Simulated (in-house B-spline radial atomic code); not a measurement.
Radial electron density of F, [He] 2s2 2p5. Level of theory: scalar-relativistic (X2C) LDA VWN5, spin-polarised, spherical fractional occupations, Fermi nucleus of rms radius 2.8976 fm; calculated with an all-electron radial atomic-structure program (B-spline basis).

Columns: r (bohr), 4πr²n(r) (electrons per bohr), bar.

```
 0.00677   0.2358 #
 0.00794   0.3163 #
 0.00931   0.4227 ##
  0.0109   0.5611 ###
  0.0128   0.7454 ###
   0.015    0.981 ####
  0.0176    1.285 ######
  0.0206    1.664 ########
  0.0242    2.149 ##########
  0.0284    2.739 ############
  0.0333    3.443 ################
   0.039    4.259 ###################
  0.0457    5.181 ########################
  0.0536    6.185 ############################
  0.0629    7.214 #################################
  0.0737    8.176 #####################################
  0.0864    8.981 #########################################
   0.101    9.503 ###########################################
   0.119    9.656 ############################################
   0.139     9.36 ###########################################
   0.163    8.614 #######################################
   0.192    7.489 ##################################
   0.225    6.257 #############################
   0.263    5.161 ########################
   0.309    4.403 ####################
   0.362    4.179 ###################
   0.425    4.469 ####################
   0.498    5.084 #######################
   0.584     5.74 ##########################
   0.684    6.133 ############################
   0.803    6.072 ############################
   0.941    5.518 #########################
     1.1    4.604 #####################
    1.29    3.495 ################
    1.52    2.387 ###########
    1.78    1.502 #######
    2.09   0.8473 ####
    2.45   0.4317 ##
    2.87   0.1962 #
    3.36  0.07846 
    3.94  0.02667
```

On this grid the curve has 2 maxima, near 0.119, 0.684 bohr.

The 2p up radial function P(r) = rR(r), positive near the nucleus:

| r (bohr) | P |
| --- | --- |
| 0.00677 | 0.0009895 |
| 0.00931 | 0.001838 |
| 0.0128 | 0.003401 |
| 0.0176 | 0.006267 |
| 0.0242 | 0.01147 |
| 0.0333 | 0.0208 |
| 0.0457 | 0.03704 |
| 0.0629 | 0.06507 |
| 0.0864 | 0.1111 |
| 0.119 | 0.1843 |
| 0.163 | 0.2905 |
| 0.225 | 0.4374 |
| 0.309 | 0.6096 |
| 0.425 | 0.7789 |
| 0.584 | 0.8925 |
| 0.803 | 0.8997 |
| 1.1 | 0.7873 |
| 1.52 | 0.5847 |
| 2.09 | 0.3633 |
| 2.87 | 0.1806 |
| 3.94 | 0.0668 |
